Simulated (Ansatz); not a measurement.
Reactions of H3O2P (`OPO`).

Gas-phase electronic energies from Ansatz, PBE0-D4/def2-TZVP geometries. CBS: MP2 limit from def2 TZ/QZ plus the TZ coupled-cluster correction, frozen cores. This one scheme is used for every species, atoms too. Open shells (•) are unrestricted, without spin–orbit coupling. Spin–orbit coupling would lower the free atoms: a little for O. Elements past krypton have def2 core potentials. For In outer-core shells are correlated without core-valence functions, so the limit isn't a true one: a few kJ/mol of doubt a bond, and 10 to 20 or more in all where bonds break to atoms. Each species was taken in one conformer, which may not be the lowest.

Order these by ΔE at CCSD(T)/CBS, lowest first. (An estimate is asked.)
A. `OPO` + `N[SiH3]` → `OPN[SiH3]` + H₂O
B. `OPO` + `[InH3]` → `O[PH][InH2]` + H₂O
C. `OPO` + `CC[SiH3]` → `CC[SiH2]PO` + H₂O
D. `OPO` → 3 H• + 2 O• + P•

B (-3.5 kJ/mol), A (+6.9 kJ/mol), C (+23.5 kJ/mol), D (+2027.6 kJ/mol).

Largest T1 diagnostic: 0.015, for `O[PH][InH2]`.
